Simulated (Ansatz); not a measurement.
Consider the formal exchange of groups at the Si–C bond: `C=C[SiH](F)Cl` + `CF` → `FC[SiH](F)Cl` + `C=C`.

Calculated with Ansatz (gas phase, PBE0-D4/def2-TZVP geometries, no zero-point term in ΔE). CCSD(T)/CBS is the MP2 limit (def2-TZVPP, def2-QZVPP) plus CCSD(T) − MP2 in def2-TZVPP, frozen cores. This one scheme is used for every species. Functionals use def2-TZVPP. B3LYP here is the variant with VWN-RPA as its local correlation; programs differ in this. Each species was taken in one conformer, which may not be the lowest.

```tsv
species	B3LYP energy (Eh)
`C=C[SiH](F)Cl`	-928.39516
`CF`	-139.80812
`FC[SiH](F)Cl`	-989.56851
`C=C`	-78.62534
```

(1) Work out ΔE.

Largest T1 diagnostic among the species: 0.011.

Results:

(1) ΔE = (-989.56851) + (-78.62534) − (-928.39516) − (-139.80812) = 0.00943 Eh = +24.8 kJ/mol. CCSD(T)/CBS gives +28.6 kJ/mol.
